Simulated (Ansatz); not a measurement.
Basis-set extrapolation for C₃H₈BCl (`BC(Cl)CC`) (PBE0-D4/def2-TZVP geometry, frozen core, Ansatz). Multiplicity 1, RHF reference.

|  | def2-TZVPP | def2-QZVPP |
| --- | --- | --- |
| HF | -602.490113 | -602.509592 |
| MP2 correlation | -0.824566 | -0.883152 |
| CCSD(T) correlation | -0.920100 | not run |

Energies in hartree. Use E(X) = E(∞) + A·exp(−7.88·√X) for Hartree–Fock and E(X) = E(∞) + B·X^(−2.97) for correlation, with X = 3 and 4, and add CCSD(T) minus MP2 of the smaller set to the MP2 limit.

Q: What is the CCSD(T) energy at the basis-set limit?

A: HF limit: -602.509592 + (-0.019479) × 0.13774 = -602.51228. MP2 limit: -0.883152 + (-0.058586) × 0.74074 = -0.92655. Higher-order term: -0.920100 − (-0.824566) = -0.09553. Total: -603.53436 hartree, 77.9 kcal/mol below CCSD(T)/def2-TZVPP.
